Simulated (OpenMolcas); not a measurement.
# Os2+: moving or changing the point charges

Os2+ among 3 point charges of -1 e arranged as a planar triangle (D3h), 2.22 Å from the ion.

```yaml
Program: OpenMolcas
Method: CASSCF
Basis: ANO-RCC-VDZP [7s6p4d2f1g]
Scalar_Hamiltonian: DKH2, point nucleus
Active_space: 6 electrons in 5 orbitals (5d)
State_averaging: 2S+1 = 5 even, 5 roots; 2S+1 = 3 even, 45 roots; 2S+1 = 1 even, 50 roots
Spin-orbit_coupling: RASSI with atomic mean-field integrals over the reference wave functions
```

Runs around this geometry, states (labels of D3, the rotations of D3h). Energies in cm-1 above the lowest state or level, χT in cm3 K/mol.

```json
{"R (Å)": "2.22", "q (e)": "-0.8", "Ground state": "5A1", "First state of that spin": "5E 1159", "First gap with spin-orbit (degeneracies)": "183.4 (1, 2)", "χT at 300 K": "4.630", "First state of another spin": "3E 15616"}
{"R (Å)": "2.08", "q (e)": "-1", "Ground state": "5A1", "First state of that spin": "5E 2466", "First gap with spin-orbit (degeneracies)": "284.3 (1, 2)", "χT at 300 K": "4.136", "First state of another spin": "3E 15986"}
{"R (Å)": "2.22", "q (e)": "-1", "Ground state": "5A1", "First state of that spin": "5E 1894", "First gap with spin-orbit (degeneracies)": "240.7 (1, 2)", "χT at 300 K": "4.362", "First state of another spin": "3E 16105"}
{"R (Å)": "2.42", "q (e)": "-1", "Ground state": "5A1", "First state of that spin": "5E 1333", "First gap with spin-orbit (degeneracies)": "192.8 (1, 2)", "χT at 300 K": "4.597", "First state of another spin": "3E 15824"}
```

Taking the first state of the same spin as R^-n, n = -ln(1333 / 2466) / ln(2.42 / 2.08) = 4.1 between the shortest and longest distance.

Scaling the charges by -0.8 / -1 = 0.80 scales the first state of the same spin by 1159 / 1894 = 0.61; with fixed orbitals a first-order splitting would follow the charge.

Without dynamic correlation the repulsion within the d shell is too large (B by tens of per cent), so at a given field states of lower spin stand too high. Point charges give a weaker field than real ligands, and real ions of this kind are as a rule low spin; the high spin found here belongs to the model. Spin-orbit coupling mixes the spin-free states strongly: the lowest level takes only 55 % from its leading state, 5A1 (figures for R = 2.22, q = -0.8; the like holds for R = 2.08, q = -1, R = 2.22, q = -1, R = 2.42, q = -1). Point charges carry no covalency, so the field is a model and not that of real ligands. An unlabelled pair can be two single states that coincide in this model. No measured value stands beside these numbers.
